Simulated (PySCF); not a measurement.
Series: H2E=E'H2. Gas-phase values, no solvent. One relaxed conformer stands for each flexible species; it need not be the lowest. Strings in code marks are SMILES.

These are TPSSh-D3(BJ)/def2-TZVP // CAM-B3LYP-D3(BJ)/def2-TZVP (PySCF) values and carry that method's errors. 

```csv
species,S1 oscillator strength,dipole moment (D)
`[SiH2]=C`,(withheld),(withheld)
`[CH2]=[GeH2]`,0.351,0.66
`BN`,0.000,2.00
`[NH2][AlH2]`,(withheld),1.34
`[GaH2][NH2]`,0.121,–
`[NH2+]=C`,0.000,–
`[CH2]=[SnH2]`,0.056,0.83
```

Task: Fill in the missing entries.

Result: 
- `[SiH2]=C`, S1 oscillator strength: 0.345
- `[SiH2]=C`, dipole moment (D): 0.67
- `[NH2][AlH2]`, S1 oscillator strength: 0.102
